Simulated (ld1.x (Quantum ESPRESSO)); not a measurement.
## Reading a pseudo-wave (nitrogen)

Columns: radius, all-electron u(r) and pseudo u(r) of the 2s shell (level -18.84 eV) of nitrogen in the configuration [He] 2s1 2p4; LDA (PZ), non-relativistic, ultrasoft scheme, ld1.x (Quantum ESPRESSO) 7.5.

```
r (bohr)  all-electron   pseudo
   0.105        0.3865  -0.0498
   0.210        0.2756  -0.1212
   0.315        0.0143  -0.2268
   0.420       -0.2575  -0.3647
   0.525       -0.4875  -0.5189
   0.630       -0.6612  -0.6651
   0.735       -0.7800  -0.7800
   0.840       -0.8515  -0.8515
   0.945       -0.8852  -0.8852
   1.050       -0.8898  -0.8898
   1.155       -0.8733  -0.8733
   1.260       -0.8419  -0.8419
   1.365       -0.8007  -0.8007
   1.470       -0.7535  -0.7535
   1.575       -0.7030  -0.7030
   1.680       -0.6515  -0.6515
   1.785       -0.6004  -0.6004
   1.890       -0.5507  -0.5507
   1.995       -0.5032  -0.5032
   2.100       -0.4582  -0.4582
   2.205       -0.4161  -0.4161
   2.310       -0.3770  -0.3770
   2.415       -0.3407  -0.3407
   2.520       -0.3074  -0.3074
   2.625       -0.2769  -0.2769
   2.730       -0.2490  -0.2490
```

(1) How many radial nodes do the two functions have?

(2) At about which radius was the pseudo-wave matched?

(3) Where does each function peak?

(4) Is the pseudo-wave norm-conserving?

Results:

(1) The all-electron 2s function has n − l − 1 = 1; the pseudo-wave has 0, since the states of the same l below it are removed with the core.

(2) 0.75 bohr, where the columns begin to agree (steps of 0.10 bohr).

(3) Outermost all-electron maximum near 1.05 bohr, pseudo maximum near 1.05 bohr (to the table’s step).

(4) No, it belongs to an ultrasoft set: the norm inside the radius is not constrained, and the difference is carried by the augmentation charge.
